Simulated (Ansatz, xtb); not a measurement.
Isomers of C5H7N3 in order of energy

5 gas-phase structures of C5H7N3, from a drawn sample of its isomers (lower ones may exist). Each was relaxed with GFN2-xTB; where two conformers were screened, the lower at r2SCAN-D4/def2-SVP is listed:

A. `[H]/N=C\[C@H]1C=NN=C1C`, a singlet
B. `[H]/N=C\c1c[nH]nc1C`, a singlet
C. `[H]/N=C\c1cn[nH]c1C`, a singlet
D. `CC1=NN=C/C1=C/N`, a singlet
E. `CC1=NN=C/C1=C\N`, a singlet

Problem. Make a reasoned guess at their ranking by r2SCAN-D4/def2-SVP single-point energy.

Solution. Calculated order at r2SCAN-D4/def2-SVP: C (0.0), B (1.4), D (53.3), E (55.4), A (147.7) kJ/mol. Less than 1 kcal/mol parts C and B; D and E, so the order within those pairs means little.

Energies above the lowest of each column, in kJ/mol; the last columns are at PBE0-D3(BJ)/def2-SVP geometries and were run for some of them only (a dash: not run or not comparable):

```json
{"structure": "C", "GFN2-xTB": "0.0", "HF/STO-3G": "0.0", "r2SCAN-D4/def2-SVP": "0.0", "PBE0-D3(BJ)/def2-SVP": "0.0", "CCSD(T)/def2-SVP + ΔMP2/def2-TZVPP": "0.0"}
{"structure": "B", "GFN2-xTB": "3.2", "HF/STO-3G": "4.6", "r2SCAN-D4/def2-SVP": "1.4", "PBE0-D3(BJ)/def2-SVP": "1.7", "CCSD(T)/def2-SVP + ΔMP2/def2-TZVPP": "0.3"}
{"structure": "D", "GFN2-xTB": "61.8", "HF/STO-3G": "65.3", "r2SCAN-D4/def2-SVP": "53.3", "PBE0-D3(BJ)/def2-SVP": "58.7", "CCSD(T)/def2-SVP + ΔMP2/def2-TZVPP": "55.7"}
{"structure": "E", "GFN2-xTB": "61.1", "HF/STO-3G": "62.1", "r2SCAN-D4/def2-SVP": "55.4", "PBE0-D3(BJ)/def2-SVP": "60.7", "CCSD(T)/def2-SVP + ΔMP2/def2-TZVPP": "58.1"}
{"structure": "A", "GFN2-xTB": "116.0", "HF/STO-3G": "92.2", "r2SCAN-D4/def2-SVP": "147.7", "PBE0-D3(BJ)/def2-SVP": "–", "CCSD(T)/def2-SVP + ΔMP2/def2-TZVPP": "–"}
```

Every level run on C puts it lowest or level with the lowest. Flexible structures stand in one conformer each, not always the lowest. Frequencies (GFN2-xTB) were run for B, C, D, E alone. ΔMP2 is the change of the MP2 energy from the smaller to the larger basis.

Over these structures GFN2-xTB departs from r2SCAN-D4/def2-SVP by 11.4 kJ/mol on average once a common shift is removed. A GFN2-xTB relaxation took about 0.29 s and the r2SCAN-D4/def2-SVP energy about 6.3 s on a shared host (Ansatz 0.2.0, xtb 6.7.1).
